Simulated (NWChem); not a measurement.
System: CuH; SMILES [CuH]

Input file for NWChem:

```
start job
memory heap 200 mb stack 900 mb global 1100 mb
geometry units angstroms noautosym nocenter noautoz
  Cu     0.000000     0.000000     0.073529
  H      0.000000     0.000000    -1.402798
end
basis spherical
  * library def2-svpd
end
dft
  xc b3lyp
  iterations 150
end
property
  response 1 0.0
end
task dft property
```

Output (shortened):

```
             Northwest Computational Chemistry Package (NWChem) 7.3.0
             --------------------------------------------------------

                             Geometry "geometry" -> ""
                             -------------------------

 Output coordinates in angstroms (scale by  1.889725989 to convert to a.u.)

  No.       Tag          Charge          X              Y              Z
 ---- ---------------- ---------- -------------- -------------- --------------
    1 Cu                  29.0000     0.00000000     0.00000000     0.07352900
    2 H                    1.0000     0.00000000     0.00000000    -1.40279800

 Effective nuclear repulsion energy (a.u.)      10.3948110554

                              NWChem Property Module
                              ----------------------

                                 NWChem DFT Module
                                 -----------------

 Summary of "ao basis" -> "ao basis" (spherical)
 ------------------------------------------------------------------------------
       Tag                 Description            Shells   Functions and Types
 ---------------- ------------------------------  ------  ---------------------
 Cu                        def2-svpd                12       34   5s4p2d1f
 H                         def2-svpd                 4        8   2s2p

            General Information
            -------------------
          SCF calculation type: DFT
          Wavefunction type:  closed shell.
          No. of atoms     :     2
          No. of electrons :    30
           Alpha electrons :    15
            Beta electrons :    15
          Charge           :     0
          Spin multiplicity:     1
          Use of symmetry is: off; symmetry adaption is: off
          Maximum number of iterations: 150
          AO basis - number of functions:    42
                     number of shells:    16
          Convergence on energy requested:  1.00D-06
          Convergence on density requested:  1.00D-05
          Convergence on gradient requested:  5.00D-04

              XC Information
              --------------
                         B3LYP Method XC Potential
                     Hartree-Fock (Exact) Exchange  0.200
                        Slater Exchange Functional  0.800 local
                    Becke 1988 Exchange Functional  0.720 non-local
              Lee-Yang-Parr Correlation Functional  0.810
                  VWN I RPA Correlation Functional  0.190 local

             Grid Information
             ----------------
          Grid used for XC integration:  medium
          Radial quadrature: Mura-Knowles
          Angular quadrature: Lebedev.
          Tag              B.-S. Rad. Rad. Pts. Rad. Cut. Ang. Pts.
          ---              ---------- --------- --------- ---------
          Cu                  1.35      112           8.0       590
          H                   0.35       45           8.0       434
          Grid pruning is: on
          Number of quadrature shells:   157
          Spatial weights used:  Erf1

      Superposition of Atomic Density Guess
      -------------------------------------

 Sum of atomic energies:       -1639.18483384

      Non-variational initial energy
      ------------------------------

 Total energy =   -1638.814128
 1-e energy   =   -2302.892344
 2-e energy   =     653.683404
 HOMO         =      -0.454149
 LUMO         =      -0.091785

   convergence    iter        energy       DeltaE   RMS-Dens  Diis-err
 ---------------- ----- ----------------- --------- --------- ---------
 d= 0,ls=0.0,diis     1  -1640.7381051083 -1.65D+03  1.31D-01  1.88D+00
 d= 0,ls=0.5,diis     2  -1622.6743561440  1.81D+01  3.97D-02  1.27D+02
 d= 0,ls=0.5,diis     3  -1626.7089951872 -4.03D+00  2.79D-02  8.69D+01
 d= 0,ls=0.5,diis     4  -1629.1724756587 -2.46D+00  2.15D-02  6.25D+01
 d= 0,ls=0.5,diis     5  -1631.4258137199 -2.25D+00  1.80D-02  5.76D+01
 d= 0,ls=0.5,diis     6  -1633.5518564123 -2.13D+00  1.78D-02  4.98D+01
 d= 0,ls=0.5,diis     7  -1635.5298987917 -1.98D+00  5.57D-02  2.94D+01
 d= 0,ls=0.5,diis     8  -1640.1894398523 -4.66D+00  1.13D-02  2.07D+00
 d= 0,ls=0.5,diis     9  -1640.2420375325 -5.26D-02  1.53D-02  3.42D+00
 d= 0,ls=0.5,diis    10  -1640.6318636195 -3.90D-01  1.13D-02  6.43D-01
 d= 0,ls=0.5,diis    11  -1640.7736633139 -1.42D-01  8.91D-03  1.01D-01
 d= 0,ls=0.5,diis    12  -1640.8236751732 -5.00D-02  7.34D-03  7.27D-02
  Resetting Diis
 d= 0,ls=0.5,diis    13  -1640.8508355070 -2.72D-02  5.05D-03  6.54D-02
 d= 0,ls=0.5,diis    14  -1640.8668211889 -1.60D-02  4.73D-03  4.54D-02
 d= 0,ls=0.5,diis    15  -1640.8744911395 -7.67D-03  2.71D-03  7.61D-02
 d= 0,ls=0.5,diis    16  -1640.8828995767 -8.41D-03  3.23D-03  2.36D-02
 d= 0,ls=0.5,diis    17  -1640.8881670643 -5.27D-03  2.44D-03  4.20D-03
 d= 0,ls=0.5,diis    18  -1640.8903015028 -2.13D-03  1.61D-03  1.03D-02
 d= 0,ls=0.5,diis    19  -1640.8919514267 -1.65D-03  1.18D-03  7.72D-03
 d= 0,ls=0.5,diis    20  -1640.8930180374 -1.07D-03  1.05D-03  5.13D-03
 d= 0,ls=0.5,diis    21  -1640.8938617872 -8.44D-04  7.63D-04  1.83D-03
 d= 0,ls=0.5,diis    22  -1640.8942698803 -4.08D-04  6.08D-04  1.04D-03
 d= 0,ls=0.5,diis    23  -1640.8945251686 -2.55D-04  4.60D-04  4.02D-04
 d= 0,ls=0.5,diis    24  -1640.8946632865 -1.38D-04  3.51D-04  1.58D-04
 d= 0,ls=0.5,diis    25  -1640.8947389834 -7.57D-05  2.53D-04  6.62D-05
 d= 0,ls=0.5,diis    26  -1640.8947784085 -3.94D-05  1.82D-04  3.20D-05
 d= 0,ls=0.5,diis    27  -1640.8947994010 -2.10D-05  1.33D-04  1.51D-05
 d= 0,ls=0.5,diis    28  -1640.8948106584 -1.13D-05  9.84D-05  7.94D-06
 d= 0,ls=0.5,diis    29  -1640.8948168386 -6.18D-06  7.26D-05  4.23D-06
 d= 0,ls=0.5,diis    30  -1640.8948202058 -3.37D-06  5.35D-05  2.25D-06
 d= 0,ls=0.5,diis    31  -1640.8948220339 -1.83D-06  3.93D-05  1.21D-06
 d= 0,ls=0.5,diis    32  -1640.8948230236 -9.90D-07  2.89D-05  6.56D-07
 d= 0,ls=0.5,diis    33  -1640.8948235609 -5.37D-07  2.13D-05  3.58D-07
 d= 0,ls=0.5,diis    34  -1640.8948238523 -2.91D-07  1.57D-05  1.96D-07
 d= 0,ls=0.5,diis    35  -1640.8948240105 -1.58D-07  1.15D-05  1.07D-07
 d= 0,ls=0.5,diis    36  -1640.8948240963 -8.59D-08  8.49D-06  5.86D-08

         Total DFT energy =    -1640.894824142960
      One electron energy =    -2307.899565916768
           Coulomb energy =      724.176260935655
    Exchange-Corr. energy =      -67.566330217251
 Nuclear repulsion energy =       10.394811055404

 Numeric. integr. density =       29.999988761997

                       DFT Final Molecular Orbital Analysis
                       ------------------------------------

 Vector   13  Occ=2.000000D+00  E=-2.602753D-01
              MO Center= -1.6D-10,  2.6D-09,  7.4D-02, r^2= 3.5D-01
   Bfn.  Coefficient  Atom+Function         Bfn.  Coefficient  Atom+Function
  ----- ------------  ---------------      ----- ------------  ---------------
    18      0.836568  1 Cu d -2              23      0.316965  1 Cu d -2
    22     -0.123672  1 Cu d  2              27     -0.046858  1 Cu d  2

 Vector   14  Occ=2.000000D+00  E=-2.602752D-01
              MO Center= -1.9D-10,  2.6D-09,  7.4D-02, r^2= 3.5D-01
   Bfn.  Coefficient  Atom+Function         Bfn.  Coefficient  Atom+Function
  ----- ------------  ---------------      ----- ------------  ---------------
    22      0.836568  1 Cu d  2              27      0.316965  1 Cu d  2
    18      0.123672  1 Cu d -2              23      0.046858  1 Cu d -2

 Vector   15  Occ=2.000000D+00  E=-2.287847D-01
              MO Center= -5.8D-09,  2.2D-08, -2.6D-01, r^2= 1.7D+00
   Bfn.  Coefficient  Atom+Function         Bfn.  Coefficient  Atom+Function
  ----- ------------  ---------------      ----- ------------  ---------------
     4      0.635531  1 Cu s                 20     -0.568807  1 Cu d  0
     3     -0.249407  1 Cu s                 25     -0.211303  1 Cu d  0
    35      0.203656  2 H  s                 14     -0.095206  1 Cu pz
     5      0.063839  1 Cu s                 17     -0.060552  1 Cu pz
     2      0.054210  1 Cu s                 11      0.052919  1 Cu pz

 Vector   16  Occ=0.000000D+00  E=-8.119576D-02
              MO Center= -1.1D-08, -6.6D-08,  7.0D-01, r^2= 4.0D+00
   Bfn.  Coefficient  Atom+Function         Bfn.  Coefficient  Atom+Function
  ----- ------------  ---------------      ----- ------------  ---------------
    17      0.375183  1 Cu pz                14      0.366318  1 Cu pz
     4      0.333837  1 Cu s                  5      0.308366  1 Cu s
    35     -0.218073  2 H  s                 20      0.186129  1 Cu d  0
     3     -0.181059  1 Cu s                 11     -0.153559  1 Cu pz
    36     -0.098157  2 H  s                 42      0.091556  2 H  pz

 Vector   17  Occ=0.000000D+00  E=-8.036074D-03
              MO Center= -3.4D-09,  1.0D-08,  8.8D-02, r^2= 7.2D+00
   Bfn.  Coefficient  Atom+Function         Bfn.  Coefficient  Atom+Function
  ----- ------------  ---------------      ----- ------------  ---------------
    16      0.789421  1 Cu py                13      0.280449  1 Cu py
    15     -0.222057  1 Cu px                10     -0.130767  1 Cu py
    12     -0.078888  1 Cu px                 7      0.042020  1 Cu py
     9      0.036784  1 Cu px

 Vector   18  Occ=0.000000D+00  E=-8.036070D-03
              MO Center=  1.8D-08,  1.8D-09,  8.8D-02, r^2= 7.2D+00
   Bfn.  Coefficient  Atom+Function         Bfn.  Coefficient  Atom+Function
  ----- ------------  ---------------      ----- ------------  ---------------
    15      0.789421  1 Cu px                12      0.280449  1 Cu px
    16      0.222057  1 Cu py                 9     -0.130767  1 Cu px
    13      0.078888  1 Cu py                 6      0.042020  1 Cu px
    10     -0.036784  1 Cu py

     Multipole analysis of the density
     ---------------------------------

     L   x y z        total         alpha         beta         nuclear
     -   - - -        -----         -----         ----         -------
     0   0 0 0     -0.000000    -15.000000    -15.000000     30.000000

     1   1 0 0      0.000000      0.000000      0.000000      0.000000
     1   0 1 0     -0.000000     -0.000000     -0.000000      0.000000
     1   0 0 1      1.139896     -0.119370     -0.119370      1.378636

     2   2 0 0    -10.804367     -5.402184     -5.402184      0.000000
     2   1 1 0     -0.000094     -0.000047     -0.000047      0.000000
     2   1 0 1     -0.000000     -0.000000     -0.000000      0.000000
     2   0 2 0    -10.803657     -5.401829     -5.401829      0.000000
     2   0 1 1      0.000000      0.000000      0.000000      0.000000
     2   0 0 2    -10.937354     -9.262274     -9.262274      7.587194

 *** CALLING NEW AORESP DRIVER FOR CLOSED AND OPEN SHELLS ***
 Entering AOResponse driver routine

--------------------------------------------------------------------------------

          -----------------------------------------------
          Solving response equations for perturbing field
          -----------------------------------------------

 number of frequencies:     1
 frequency in a.u.:  0.0000000E+00
 Perturbing field: electric
 Using El. Dipole Length Gauge

 Setting up CPKS with frequency omega =      0.00000000 a.u.

 STATIC response

                                NWChem CPHF Module
                                ------------------

  scftype          =     RHF
  nclosed          =       15
  nopen            =        0
  variables        =      405
  # of vectors     =        3
  tolerance        = 0.10D-03
  level shift      = 0.00D+00
  max iterations   =       50
  max subspace     =       30

 SCF residual:    2.5262824167851837E-004

Iterative solution of linear equations
  No. of variables      405
  No. of equations        3
  Maximum subspace       30
        Iterations       50
       Convergence  1.0D-04

   iter   nsub   residual    time
   ----  ------  --------  ---------
     1      3    4.31D+00      11.0
     2      6    2.15D+00      11.6
     3      9    2.75D+00      12.2
     4     12    2.18D-01      12.7
     5     15    3.49D-02      13.2
     6     18    1.02D-02      13.8
     7     21    8.92D-04      14.6
     8     24    9.90D-05      15.4

 Electric Dipole Response Matrix (nonzero elements):

              1        2        3
    1   30.9929   0.0003  -0.0000
    2    0.0003  30.9907   0.0000
    3   -0.0000   0.0000  37.0606

 ------------------------------------------
 average:        33.01475 + I       0.00000

 DFT Linear Response polarizability / au
 Frequency  =       0.0000000 / au
              X              Y              Z
 -----------------------------------------------
 X      30.9929479      0.0002988     -0.0000003
 Y       0.0002988     30.9906981      0.0000005
 Z      -0.0000003      0.0000005     37.0606122
 -----------------------------------------------
 Eigenvalues =      30.9929869     30.9906591     37.0606122
 Isotropic   =      33.0147527
 Anisotropic =       6.0687895
 -----------------------------------------------

 Magnetic Dipole Response Matrix (nonzero elements):

 Exiting AOResponse driver routine
```

Level: B3LYP/def2-SVPD. Coordinates come from a PBE0/def2-SVP optimisation. B3LYP is NWChem's, with the RPA form of VWN correlation.
